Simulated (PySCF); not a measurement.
**A small calculation by hand: oscillator strength and radiative lifetime**

Sb(H)(TeH)2 (H₃SbTe₂), SMILES [TeH][SbH][TeH].

The structure is a stationary point at PBE0-D3(BJ)/def2-SVP. The structure was generated by enumeration; whether it is a known compound was not checked. The def2 effective core potentials stand for the cores of Sb, Te; spin–orbit coupling is left out.

TDA-ωB97X/def2-SVPD run with PySCF 2.14.0 puts the first singlet state with f over 0.02 at 5.01 eV (vertical), with the transition dipole (0.000, 0.000, 1.606) in atomic units.

**Question.** Find the oscillator strength, the wavelength and the radiative lifetime that this transition would have in vacuum if emission retraced absorption.

**Answer.** 
|μ|² = 2.5792 au, so |μ| = 4.08 D. ΔE = 5.01/27.211 = 0.1841 hartree. f = (2/3) ΔE |μ|² = 0.317 (the program prints 0.317).
λ = 1239.84/5.01 = 247 nm; ν = 40408 cm⁻¹.
Einstein's coefficient A = 0.6670 ν² f s⁻¹ (ν in cm⁻¹) = 3.4e8 s⁻¹, so τ = 1/A = 2.9 ns. This state is S6; the lower singlets have f = 0.011, 0.014, 0.013, 0.007, 0.015. The figure is the radiative limit of this one transition; relaxation, internal conversion, crossing to triplets and a medium change what is measured.
